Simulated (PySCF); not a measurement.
## Au: ionisation energy

Au [Xe] 4f14 5d10 6s1 [6s1/2^1, M_J = 1/2] → Au+ [Xe] 4f14 5d10, as a difference of total energies. All numbers are calculated (PySCF 2.14, the two-component X2C-1e Hamiltonian, in x2c-QZVPPall-2c). Correlated levels: [Kr] 4d10 4f14 frozen; the 58 highest virtual spinors dropped. "Screened" scales the spin-orbit matrix elements by Boettger's factors to mimic the two-electron term; Breit and QED terms are absent.

Problem. Order these methods by the ionisation energy they give, lowest first.
A. GMP2 (spin-free)
B. GHF (spin-free)
C. GHF (screened spin-orbit)
D. GMP2 (screened spin-orbit)

Solution. B (7.679 eV), C (7.708 eV), A (9.332 eV), D (9.367 eV).

For comparison: 9.226 eV (measured; NIST Atomic Spectra Database, ionization energies).
